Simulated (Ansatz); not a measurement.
The cluster In2P. Total charge 0; quartet. Geometry r2SCAN-D4/def2-TZVP; atoms count from 1.

```csv
atom,x (Å),y (Å),z (Å)
In1,1.171,1.139,-0.299
In2,-1.467,-0.327,-0.707
P3,0.296,-0.812,1.005
```

In the def2 sets In takes a core potential; there is no spin–orbit coupling. At PBE0-D4/def2-TZVP a doublet of charge 0 lies 1.10 eV below the quartet, each at its own geometry. The structure comes from a short search, and lower isomers may exist.

Problem. Estimate the Mulliken populations from the PBE0/def2-TZVP orbitals of Ansatz.

Solution. 
```tsv
atom	charge (e)	spin (α − β)
In1	0.18	0.89
In2	0.18	0.89
P3	-0.35	1.23
```
Mulliken values depend strongly on the basis.

Problem. Where does the spin sit?

Solution. Summed by element: In 1.77, P 1.23, of 3 unpaired in all. Largest on single atoms: P3 1.23, In1 0.89, In2 0.89.

Problem. And the Mayer bond orders between heavy atoms (over 0.3)?

Solution. In1–In2 0.65 (3.05 Å); In1–P3 1.12 (2.50 Å); In2–P3 1.12 (2.50 Å).
